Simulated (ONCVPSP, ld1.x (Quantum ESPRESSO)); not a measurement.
# Potentials for rubidium (Rb) compared

Generated with ld1.x 7.5 (TM, RRKJ, ultrasoft, PAW), atompaw 4.2 or ONCVPSP 4.0.1. The cutoff is in Ry: for ld1.x and atompaw files where the sum of valence levels is converged to 10 mRy in a Bessel basis, for ONCV files where the hardest occupied wave has 1 mHa per electron of residual kinetic energy. The error is the largest all-electron minus pseudo excitation energy over each file’s own four to seven test configurations (ionisations up to +4, promotions, holes and added fractions of an electron), all of which were solved. The labels leave out finer settings (local radius, basis sizes, second energies), which also bear on the numbers. Spin-polarised tests are not counted. The rows are a selection from randomly drawn settings: files with unsolved tests, undetermined cutoffs or missed reference levels are left out.

| potential | cutoff (Ry) | largest error (meV) | bound ghosts |
| --- | --- | --- | --- |
| TM, Wu–Cohen, scalar-relativistic, rc 3.20/2.65/2.95 (spd), local s, core correction yes, reference 4p6 5s1 5p0 | 15 | -187 | none |
| ONCV, PBEsol, scalar-relativistic, rc 1.40/3.10/2.45 (spd), local smoothed, core correction yes, reference 4s2 4p6 5p1, qcut 4.4/4.4/3.5, projectors 2/2/2 | 82 | -0.7 | none |
| ONCV, PBE, scalar-relativistic, rc 2.20/2.55/2.20 (spd), local smoothed, core correction yes, reference 4s2 4p6 5s1, qcut 6.6/6.6/4.7, projectors 2/1/1 | 24 | -25 | none |
| ONCV, PW91, scalar-relativistic, rc 2.05/1.70/2.05/1.55 (spdf), local smoothed, core correction yes, reference 4s2 4p6 5s1, qcut 6.3/5.8/5.5/6.2, projectors 2/1/2/2 | 30 | -48 | none |
| ONCV, PW91, scalar-relativistic, rc 2.65/2.55/2.45 (spd), local smoothed, core correction yes, reference 4s2 4p6 5s1, qcut 4.4/5.7/4.6, projectors 2/3/1 | 14 | -247 | none |

Question: Fill in the row for Rb: ONCV, PBE, fully relativistic, rc 2.60/1.80/1.80 (spd), local d, core correction yes, reference 4s2 4p6 5s1, qcut 4.9/4.5/5.4, projectors 2/2/0.

Answer: cutoff 13 Ry, largest error -226 meV, bound ghosts: none.
